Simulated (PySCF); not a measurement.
SbI2, SMILES [I][Sb+][I] (connectivity only; charge and spin as stated), charge +1, multiplicity 1.

Geometry: PBE-D3(BJ)/def2-SVP. The multiplicity is an assumed one; other spin states were not compared. The isomer is the one that the SMILES or the coordinates give; other isomers of the formula were not compared. The def2 effective core potentials stand for the cores of I, Sb; spin–orbit coupling is left out.

Level of theory: PySCF with PBE-D3(BJ)/def2-SVP.

Frequencies are harmonic and unscaled.

Computed vibrational spectrum:
```json
[
 {"mode": "1", "ν (cm⁻¹)": "66", "IR (km/mol)": "0.4", "moving atoms (share of kinetic energy)": "I 79 %, Sb 21 %"},
 {"mode": "2", "ν (cm⁻¹)": "215", "IR (km/mol)": "5.2", "moving atoms (share of kinetic energy)": "I 53 %, Sb 47 %"},
 {"mode": "3", "ν (cm⁻¹)": "224", "IR (km/mol)": "28.9", "moving atoms (share of kinetic energy)": "Sb 56 %, I 44 %"}
]
```
